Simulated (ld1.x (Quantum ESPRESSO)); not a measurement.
beryllium: one change to a TM semilocal potential, before and after

| Property | Result |
| --- | --- |
| Element | beryllium |
| Generator | ld1.x (Quantum ESPRESSO) 7.5 |
| Type | norm-conserving Troullier–Martins (semilocal form) |
| Functional | PBE |
| Relativity | scalar-relativistic |
| Frozen core | [He] |
| Valence charge | 2 |
| Reference configuration | 2s2 2p0 |
| Partial waves | 2s (bound): rc 2.20 bohr; 3d channel at 0.05 Ry: rc 3.35 bohr; 2p (bound, empty): rc 4.20 bohr |
| Local potential | the p channel |
| Core correction | none |

Change: wave 2p (bound): rc 4.20 bohr becomes 2p (bound): rc 6.20 bohr.

Cutoffs: the cutoffs (Ry, on a coarse ladder) from which the occupation-weighted sum of valence levels, in a spherical-Bessel basis at the reference potential, stays within 10 and 1 mRy of its value at 400 Ry; they do not see the model core or the augmentation charge, which bear on the density cutoff. Errors are all-electron minus pseudo energies relative to the spin-unpolarised reference configuration.

Question: What does the change do?

Answer: The potential gets neither clearly harder nor softer (8 Ry and 21 Ry → 8 Ry and 21 Ry); of the 5 tests that both files solve, the error grows in 3 and shrinks in 0 by more than 15 % and 0.3 meV (median size 20.1 → 52.7 meV); neither file shows a bound ghost. More of the atom is replaced by a form fitted at one configuration, so other configurations suffer. A semilocal file is local in each channel, so a ghost entry of none says nothing of the separable form that plane-wave codes build from it.

```csv
quantity,base,changed
"cutoff, loose",8 Ry,8 Ry
"cutoff, tight",21 Ry,21 Ry
bound ghosts,none,none
"error for 2s1 2p0, meV [ΔE 9.55 eV]",+9.2,+9.3
"error for 2s1.5 2p0, meV [ΔE 3.76 eV]",+1.4,+1.4
"error for 2s1 2p1, meV [ΔE 3.61 eV]",-20,-53
"error for 2s0 2p2, meV [ΔE 7.25 eV]",-73,-180
"error for 2s0 2p1, meV [ΔE 13.46 eV]",-194,-517
```
